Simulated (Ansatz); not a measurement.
Input:

```yaml
crystal:
  periodic: [false, false, false]
  atoms:
    - { symbol: Al, position_ang: [-0.7315, -0.7931, -0.5432] }
    - { symbol: Br, position_ang: [0.7717, 0.9959, -2.1072] }
    - { symbol: F, position_ang: [-0.1128, -2.3075, -0.6457] }
    - { symbol: F, position_ang: [-2.3238, -0.4095, -0.5795] }
    - { symbol: H, position_ang: [0.8993, 0.9871, -0.1174] }
    - { symbol: "N", position_ang: [0.3971, 0.4059, 0.9725] }
    - { symbol: H, position_ang: [-0.0598, 1.1223, 1.5217] }
    - { symbol: H, position_ang: [1.1597, -0.0011, 1.4987] }
basis:
  gaussian: { orbitals: def2-SVP }
hamiltonian:
  xc: pbe
  dispersion: d4
relax:
  f_tol: 0.15
  max_steps: 25
  restrain:
    - { distance: [0, 5], at: 1.92, k: 30.0 }
    - { distance: [4, 1], at: 1.51, k: 30.0 }
    - { distance: [0, 1], at: 3.71, k: 30.0 }
    - { distance: [4, 5], at: 2.32, k: 30.0 }
```

Command:

```bash
$ ansatz run input.yaml --threads 2 --pin off --max-ram 3072MiB --backend cpu --events-out ev --progress --plain --runs-dir out
```

Hardware: 2 threads of Arm Neoverse V2, with other jobs on the host.

Question: Roughly how long does this run take, and how much memory?

Answer: 14 s, with a peak of 0.15 GiB, for 7 ionic steps.
